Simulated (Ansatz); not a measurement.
```xyz
7

O     0.751    1.008   -1.906
C     0.395    0.483   -0.897
N    -0.656   -0.334   -0.532
Si    0.295   -0.061    0.867
F    -0.336    0.810    2.034
H    -1.413   -0.705   -1.095
H     0.963   -1.200    1.530
```

Total charge 0; spin multiplicity 1.

Q: List the ωB97M-V/def2-TZVPP orbital energies in eV (the Gaussian-basis code of Ansatz). (Best estimate.)

A: Ansatz gave: Occupied: -1808.99, -678.19, -525.86, -395.68, -284.62, -149.90, -104.05, -104.02, -103.97, -36.76, -32.29, -28.97, -20.85, -18.48, -16.55, -16.25, -15.84, -15.57, -14.75, -13.82, -13.02, -11.04, -9.34. Lowest empty: 1.09, 1.71, 2.61, 3.05, 3.31, 4.29, 4.89, 5.51.
